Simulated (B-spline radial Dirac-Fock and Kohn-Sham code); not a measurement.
**Kohn-Sham estimates against Dirac-Fock for the levels of Ir³⁺**

System: Ir³⁺, [Xe] 4f14 5d4 6s2 (an excited configuration).

The density-functional columns are spherical, spin-unpolarised Dirac-Kohn-Sham results without Breit or QED terms: −ε is minus the orbital energy of the initial state and ΔSCF the difference of two total energies. The reference in the last column comes from ΔSCF Dirac-Fock with Breit, self-energy and vacuum polarisation, finite nucleus, configuration average. All numbers are from a radial finite-basis atomic code, in eV; a selection of levels is shown. The Kohn-Sham columns are given as differences from the reference. For the 1s level of heavy atoms much of the gap between ΔSCF and the reference is the Breit and QED part, -399.1 eV here; for other levels the error of the functional can be larger.

| level | LDA −ε − DF | LDA ΔSCF − DF | Dirac-Fock |
| --- | --- | --- | --- |
| 1s | -200.5 | +387.1 | 76161.6 |
| 2s | -166.8 | -57.4 | 13480.9 |
| 2p1/2 | -116.0 | +24.9 | 12879.5 |
| 2p3/2 | -132.6 | -13.0 | 11270.4 |
| 3s | -90.0 | -57.3 | 3234.2 |
| 3p1/2 | -71.5 | -36.2 | 2967.5 |
| 3p3/2 | -70.9 | -39.0 | 2611.0 |
| 3d3/2 | -48.7 | -10.5 | 2171.4 |
| 3d5/2 | -50.1 | -13.2 | 2095.9 |
| 4s | -50.1 | -34.2 | 751.6 |
| 4p1/2 | -41.9 | -26.1 | 638.5 |
| 4p3/2 | -41.8 | -26.7 | 554.0 |
| 4d3/2 | -29.1 | -14.3 | 368.7 |
| 4d5/2 | -29.1 | -14.5 | 353.0 |
| 4f5/2 | -11.7 | +2.1 | 115.8 |
| 4f7/2 | -11.9 | +1.8 | 112.8 |
| 5s | -15.0 | -5.8 | 152.2 |
| 5p1/2 | -9.5 | -0.7 | 113.2 |
| 5p3/2 | -9.6 | -1.3 | 98.98 |
| 5d | -5.6 | +1.3 | 48.25 |
| 6s | -1.7 | +3.0 | 36.45 |

Values without a named source are computed, but for edge energies of neutral atoms, which are taken from tables.
